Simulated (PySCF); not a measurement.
**Shieldings and the share of exact exchange**

Molecule: Dimethyldichlorosilane (SMILES Cl[Si](C)(C)Cl).

Bonds (- single, = double, # triple, : aromatic): C1-Si2 1.857 Å, Si2-C3 1.857 Å, Si2-Cl4 2.072 Å, Si2-Cl5 2.073 Å. C1 carries H6, H7, H8; C3 carries H9, H10, H11.

GIAO shieldings (ppm, equivalent atoms averaged) in PySCF on the PBE0-D3(BJ)/def2-SVP geometry, basis pcSseg-2, gas phase, non-relativistic:

| functional | exact exchange (%) | σ(C1/C3) | σ(Si2) | σ(Cl4/Cl5) |
| --- | --- | --- | --- | --- |
| BLYP | 0 | 166.5 | 263.0 | 821.5 |
| BP86 | 0 | 170.7 | 274.1 | 826.4 |
| PBE | 0 | 171.0 | 275.7 | 826.3 |
| B3LYP | 20 | 171.3 | 279.7 | 845.5 |
| mPW1PW91 | 25 | 175.9 | 294.9 | 858.1 |
| BHandHLYP | 50 | 177.2 | 304.7 | 877.3 |
| HF | 100 | 185.7 | 350.0 | 926.0 |

Question: Fit each shielding as a line in the percentage of exact exchange.

Answer: σ(C1/C3) = 169.5 + 0.16 x (rms 1.7 ppm); σ(Si2) = 270.0 + 0.78 x (rms 5.1 ppm); σ(Cl4/Cl5) = 826.2 + 1.01 x (rms 3.1 ppm). The functionals also differ in their semilocal parts, which the line can't hold; Hartree–Fock has no correlation at all.

Question: What does the line predict for PBE0 (25 %), and what does the run give?

Answer: σ(C1/C3): 173.5 predicted, 176.5 computed; σ(Si2): 289.5 predicted, 296.1 computed; σ(Cl4/Cl5): 851.5 predicted, 857.2 computed ppm.
